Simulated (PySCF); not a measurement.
Computed with PBE-D3(BJ)/def2-TZVP (PySCF 2.14.0). Isolated molecules, 0 K electronic values unless said otherwise. One relaxed conformer stands for a flexible species; it need not be the lowest. 

Reference species (SMILES): `SB(O)O` (neutral, multiplicity 1).

The HOMO–LUMO gap is 5.26 eV and the S1 oscillator strength comes out as 0.001.

Changed species: `SB(S)S` (3 of 3 OH replaced by SH; the reference has 1 of 3 OH replaced by SH).

**Question.** Predict the effect on the HOMO–LUMO gap and S1 oscillator strength.

**Answer.** the HOMO–LUMO gap falls by 0.56 eV, to 4.70 eV; the S1 oscillator strength is nearly the same.
